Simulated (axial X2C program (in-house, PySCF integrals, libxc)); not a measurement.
# AgF⁺ with a deliberately poor setting

Computed with an in-house all-electron X2C program for linear molecules (integrals from PySCF).

The run was started with this input:
```json
{"zs": [47, 9], "q": 1, "bas": ["dyall-v3z", "dyall-v3z"], "levels": ["PBE0", "HF", "PBEsol", "BP86"], "cc": false, "r0": 1.92, "npts": 10, "nst": 2, "ntry": 6, "opt": {"pick": 2}}
```
```bash
python so2c.py task.json out
```

Keys: zs atomic numbers; q charge; bas basis sets; levels methods; cc coupled cluster on or off; r0 starting distance in Å; npts points on the curve; nst determinants followed; ntry starts of the search; pick rank of the determinant followed. HF also brings MP2.

**Question.** One numerical setting was spoiled on purpose. Which, and what came out?

**Answer.** An excited determinant was followed. States: spin-free M_S = 1/2, Λ = 2; 2c Ω = 5/2. The apparent results, which are not to be taken for properties of AgF⁺:

| Hamiltonian | level | points converged | Re (Å) | ωe (cm⁻¹) | De (eV) | curve-fit residual (μEh) |
| --- | --- | --- | --- | --- | --- | --- |
| spin-free | PBE0 | 10 of 10 | 1.920 | 618 | -2.86 | 1.6 |
| spin-free | HF | 9 of 10 | 1.922 | 659 | -4.02 | 0.86 |
| spin-free | MP2 | 9 of 9 | 1.915 | 639 | -3.04 | 0.5 |
| spin-free | PBEsol | 10 of 10 | 1.918 | 604 | -2.12 | 0.11 |
| spin-free | BP86 | 10 of 10 | 1.938 | 584 | -2.41 | 0.2 |
| 2c | PBE0 | 10 of 10 | 1.921 | 618 | -2.64 | 1.6 |
| 2c | HF | 9 of 10 | 1.922 | 658 | -3.83 | 0.9 |
| 2c | MP2 | 9 of 9 | 1.915 | 639 | -2.85 | 0.53 |
| 2c | PBEsol | 10 of 10 | 1.919 | 604 | -1.90 | 0.11 |
| 2c | BP86 | 10 of 10 | 1.938 | 584 | -2.19 | 0.2 |
